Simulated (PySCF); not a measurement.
Molecule: `InChI=1S/C6H10OS/c1-3-4-5-6(8)7-2/h3H,1,4-5H2,2H3`.

Bonds (- single, = double, # triple, : aromatic): C1=C2, C2-C3, C3-C4, C4-C5, C5=S6, C5-O7, O7-C8. C1 carries H9, H10; C2 carries H11; C3 carries H12, H13; C4 carries H14, H15; C8 carries H16, H17, H18. H10 is cis to C3; H9 is trans to C3.

Frames of a GFN2-xTB Langevin trajectory at 300 K; GIAO PBE0/pcSseg-1 shieldings in PySCF, gas phase, non-relativistic; equivalent atoms averaged within each frame.

δ = σ(ref) − σ, references computed at the same level: ¹³C (186.93 ppm), ¹H (31.72 ppm) against TMS; CS2 for ³³S (503.73 ppm); ¹⁷O (336.08 ppm) against H2O. The references are static minima.

Task: How do the shifts (ppm) fluctuate along the trajectory?

Result: 
```csv
time (fs),C5,C2,C1,C8,C4,C3,S6,O7,H11,H10
250,245.8,157.2,121.8,60.4,55.4,42.9,506,283.8,6.05,5.91
425,228.7,144.6,119.7,62.0,53.6,44.8,414,272.7,5.95,5.00
625,248.5,149.2,124.1,56.2,62.9,45.7,464,288.2,6.21,5.38
800,230.9,152.1,127.6,56.5,53.7,39.8,350,255.5,6.07,4.82
1000,235.3,156.3,129.8,52.5,51.8,32.0,402,266.3,6.60,5.70
mean of frames,237.8,151.9,124.6,57.5,55.5,41.0,427,273.3,6.18,5.36
standard deviation,8.9,5.2,4.1,3.7,4.3,5.6,60,13.2,0.26,0.46
```

5 frames give an uncertainty of the mean of about the standard deviation over 2.2 at best, since frames this close in time may not be independent; classical motion lacks zero-point vibration, and the reference would need the same averaging.
